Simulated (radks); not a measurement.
Neutral cobalt, configuration [Ar] 3d6 4s2 4p1 (not the ground configuration).

Method: scalar-relativistic Kohn-Sham, PBE, spin-unpolarised, spherical densities, finite nucleus; Fermi nuclear charge, rms radius 3.7875 fm; computed with a radial shooting solver on a logarithmic mesh with Libxc functionals.

Energy parts (eV):
part                      energy
total                 -37899.636
kinetic                38389.585
electron-nucleus      -90600.785
Hartree                15916.317
exchange-correlation   -1604.753

Orbitals (lengths in bohr, moments of r in powers of bohr; <r^-3> diverges for s and p1/2):
orbital  occ.  eigenvalue (eV)   <1/r>  <r^-3>      <r>
1s          2        -7601.213   27.03       -  0.05619
2s          2        -907.9297   5.814       -   0.2555
2p          6        -778.8015   5.704   549.0   0.2250
3s          2        -110.3637   1.844       -   0.7686
3p          6         -73.4037   1.705   70.55   0.8070
3d          6         -15.1740   1.355   6.480   0.9801
4s          2          -7.7831  0.4968       -    2.632
4p          1          -2.6241  0.3586   2.978    3.640

The highest occupied level is 4p at -2.624 eV. The electron density at the nucleus is 1.738e+04 e/bohr^3 (large components only).
